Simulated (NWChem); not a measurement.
The numbers come from NWChem runs, not from measurements. System: bromine monochloride (BrCl), charge 0, spin multiplicity 1, at a geometry optimised with B3LYP/def2-SVP. Level: RHF/def2-TZVP.

Part of the output:

```
             Northwest Computational Chemistry Package (NWChem) 7.3.0
             --------------------------------------------------------

                                NWChem Input Module
                                -------------------

 Scaling coordinates for geometry "geometry" by  1.889725989
 (inverse scale =  0.529177249)

 Turning off AUTOSYM since
 SYMMETRY directive was detected!

                             Geometry "geometry" -> ""
                             -------------------------

 Output coordinates in angstroms (scale by  1.889725989 to convert to a.u.)

  No.       Tag          Charge          X              Y              Z
 ---- ---------------- ---------- -------------- -------------- --------------
    1 Cl                  17.0000     0.00000000     0.00000000     1.47757800
    2 Br                  35.0000     0.00000000     0.00000000    -0.71768100

 Effective nuclear repulsion energy (a.u.)     143.4274785594

            Nuclear Dipole moment (a.u.)
            ----------------------------
        X                 Y               Z
 ---------------- ---------------- ----------------
     0.0000000000     0.0000000000    -0.0000170075

      Symmetry information
      --------------------

 Group name             C2v
 Group number             16
 Group order               4
 No. of unique centers     2

      Symmetry unique atoms

     1    2


 Summary of "ao basis" -> "" (spherical)
 ------------------------------------------------------------------------------
       Tag                 Description            Shells   Functions and Types
 ---------------- ------------------------------  ------  ---------------------
 *                         def2-tzvp                  on all atoms

 Summary of "ao basis" -> "ao basis" (spherical)
 ------------------------------------------------------------------------------
       Tag                 Description            Shells   Functions and Types
 ---------------- ------------------------------  ------  ---------------------
 Cl                        def2-tzvp                13       37   5s5p2d1f
 Br                        def2-tzvp                16       48   6s5p4d1f

                                 NWChem SCF Module
                                 -----------------

  ao basis        = "ao basis"
  functions       =    85
  atoms           =     2
  closed shells   =    26
  open shells     =     0
  charge          =   0.00
[...]
    15      0.449209  1 Cl px                53      0.307573  2 Br px
    18      0.257243  1 Cl px                12      0.204055  1 Cl px
    47     -0.197713  2 Br px                50      0.173393  2 Br px
     6     -0.161883  1 Cl px

 Vector   25  Occ=2.000000D+00  E=-4.258623D-01  Symmetry=b2
              MO Center= -6.4D-30,  9.2D-16, -2.8D-03, r^2= 2.6D+00
   Bfn.  Coefficient  Atom+Function         Bfn.  Coefficient  Atom+Function
  ----- ------------  ---------------      ----- ------------  ---------------
    54      0.471868  2 Br py                16     -0.339300  1 Cl py
    48     -0.301217  2 Br py                51      0.272370  2 Br py
    57      0.267734  2 Br py                19     -0.247444  1 Cl py
    13     -0.162497  1 Cl py

 Vector   26  Occ=2.000000D+00  E=-4.258623D-01  Symmetry=b1
              MO Center= -1.1D-15, -4.6D-30, -2.8D-03, r^2= 2.6D+00
   Bfn.  Coefficient  Atom+Function         Bfn.  Coefficient  Atom+Function
  ----- ------------  ---------------      ----- ------------  ---------------
    53      0.471868  2 Br px                15     -0.339300  1 Cl px
    47     -0.301217  2 Br px                50      0.272370  2 Br px
    56      0.267734  2 Br px                18     -0.247444  1 Cl px
    12     -0.162497  1 Cl px

 Vector   27  Occ=0.000000D+00  E= 4.116507D-03  Symmetry=a1
              MO Center=  3.4D-15,  7.2D-16,  1.2D-01, r^2= 3.6D+00
   Bfn.  Coefficient  Atom+Function         Bfn.  Coefficient  Atom+Function
  ----- ------------  ---------------      ----- ------------  ---------------
    58      0.604311  2 Br pz                20      0.564097  1 Cl pz
     5     -0.399602  1 Cl s                 55      0.388796  2 Br pz
    43      0.364462  2 Br s                 17      0.338265  1 Cl pz
    49     -0.250024  2 Br pz                52      0.224410  2 Br pz
    14      0.174429  1 Cl pz

 Vector   28  Occ=0.000000D+00  E= 3.171869D-01  Symmetry=a1
              MO Center= -9.4D-15, -5.6D-15, -1.0D+00, r^2= 4.7D+00
   Bfn.  Coefficient  Atom+Function         Bfn.  Coefficient  Atom+Function
  ----- ------------  ---------------      ----- ------------  ---------------
    58      1.721871  2 Br pz                55     -1.090825  2 Br pz
     5     -0.684139  1 Cl s                 43      0.330792  2 Br s
    20      0.270807  1 Cl pz                28     -0.231388  1 Cl d  0
    49      0.180611  2 Br pz

 Vector   29  Occ=0.000000D+00  E= 3.577475D-01  Symmetry=b2
              MO Center= -1.2D-28, -8.7D-15, -8.9D-01, r^2= 4.4D+00
   Bfn.  Coefficient  Atom+Function         Bfn.  Coefficient  Atom+Function
  ----- ------------  ---------------      ----- ------------  ---------------
    57      1.424144  2 Br py                54     -1.164993  2 Br py
    75     -0.301804  2 Br d -1              48      0.174160  2 Br py

 center of mass
 --------------
 x =   0.00000000 y =   0.00000000 z =  -0.09351718

 moments of inertia (a.u.)
 ------------------
         418.622298661705           0.000000000000           0.000000000000
           0.000000000000         418.622298661705           0.000000000000
           0.000000000000           0.000000000000           0.000000000000

  Mulliken analysis of the total density
  --------------------------------------

    Atom       Charge   Shell Charges
 -----------   ------   -------------------------------------------------------
    1 Cl  17    17.09   2.01  0.45  1.52  1.12  0.87  4.18  1.69  1.04  2.79  1.36  0.01  0.05  0.00
    2 Br  35    34.91   2.00  2.00  1.16  0.78  1.03  0.98  6.00  5.94  1.20  2.70  1.03  8.99  1.02  0.00  0.06  0.01

       Multipole analysis of the density wrt the origin
       ------------------------------------------------

     L   x y z        total         open         nuclear
     -   - - -        -----         ----         -------
     0   0 0 0     -0.000000      0.000000     52.000000

     1   1 0 0     -0.000000      0.000000      0.000000
     1   0 1 0      0.000000      0.000000      0.000000
     1   0 0 1     -0.233366      0.000000     -0.000017

     2   2 0 0    -23.410030      0.000000      0.000000
     2   1 1 0      0.000000      0.000000      0.000000
     2   1 0 1      0.000000      0.000000      0.000000
     2   0 2 0    -23.410030      0.000000      0.000000
     2   0 1 1      0.000000      0.000000      0.000000
     2   0 0 2    -20.385375      0.000000    196.916826

 Task  times  cpu:        2.2s     wall:        2.2s

 Total times  cpu:        2.2s     wall:        2.2s
```

Write an NWChem input that would produce this output.

One answer among several that fit: 
```
start mol
memory heap 200 mb stack 900 mb global 1100 mb
geometry units angstroms nocenter noautoz
  Cl     0.000000     0.000000     1.477578
  Br     0.000000     0.000000    -0.717681
  symmetry group C2v
end
basis spherical
  * library def2-tzvp
end
scf
  rhf
  nopen 0
  maxiter 100
  thresh 1e-7
  semidirect memsize 60000000 filesize 0
end
task scf energy
```
